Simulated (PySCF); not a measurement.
Isomers of CH7NOSi2, mass 105.007 u with the commonest isotopes. Theory: PBE0-D3(BJ)/def2-SVP geometry optimisation, gas phase in PySCF 2.14.0. One conformer each, none proved a minimum here; rigid rotors.

Question: Order these by rotational constant B, smallest first.
A. `O=CN([SiH3])[SiH3]`
B. `[CH2:1]=[N:2][SiH2:3][O:4][SiH3:5]` with C1–N2–Si3–O4 127°, N2–Si3–O4–Si5 38°
C. `[O:1]=[CH:2][NH:3][SiH2:4][SiH3:5]` with O1–C2–N3–Si4 0°, C2–N3–Si4–Si5 0°

Answer: B (1626 MHz), A (2400 MHz), C (2519 MHz).

Question: Order these by dipole moment, largest first.
A. `O=CN([SiH3])[SiH3]`
B. `[O:1]=[CH:2][NH:3][SiH2:4][SiH3:5]` with O1–C2–N3–Si4 0°, C2–N3–Si4–Si5 0°
C. `[CH2:1]=[N:2][SiH2:3][O:4][SiH3:5]` with C1–N2–Si3–O4 127°, N2–Si3–O4–Si5 38°

Answer: B (3.32 D), A (2.67 D), C (1.52 D).

Question: Order these by rotational constant A, largest first.
A. `[O:1]=[CH:2][NH:3][SiH2:4][SiH3:5]` with O1–C2–N3–Si4 0°, C2–N3–Si4–Si5 0°
B. `O=CN([SiH3])[SiH3]`
C. `[CH2:1]=[N:2][SiH2:3][O:4][SiH3:5]` with C1–N2–Si3–O4 127°, N2–Si3–O4–Si5 38°

Answer: C (6591 MHz), B (4190 MHz), A (4045 MHz).

```csv
SMILES,point group,Ia (u·Å²),Ib (u·Å²),Ic (u·Å²),κ,μa (D),μb (D),μc (D)
O=CN([SiH3])[SiH3],–,120.63,210.62,319.17,-0.37,2.63,0.50,0.01
C=N[SiH2]O[SiH3],C1,76.68,310.83,365.82,-0.91,1.43,0.22,0.48
O=CN[SiH2][SiH3],Cs,124.94,200.59,313.49,-0.25,2.05,2.61,0.02
```
